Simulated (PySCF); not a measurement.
# B²⁺: excitation energy

B²⁺ [He] 2s1 (2S) → B²⁺ [He] 2p1 (2P), as a difference of total energies. Calculation: PySCF 2.14, in aug-cc-pwCVTZ (7s6p4d2f, 59 functions); the non-relativistic Hamiltonian (point nucleus). Correlated levels: valence and next inner shell: nothing frozen. The calculations carry no spin-orbit coupling.

```csv
method,excitation energy (eV)
UHF,6.068
MP2 (valence and next inner shell),6.025
SCS-MP2 (valence and next inner shell),6.044
CCSD (valence and next inner shell),6.020
CCSD(T) (valence and next inner shell),6.020
```

Problem. How much does correlation contribute at CCSD(T) (valence and next inner shell)?

Solution. 6.020 − (6.068) = -0.048 eV, measured against UHF.
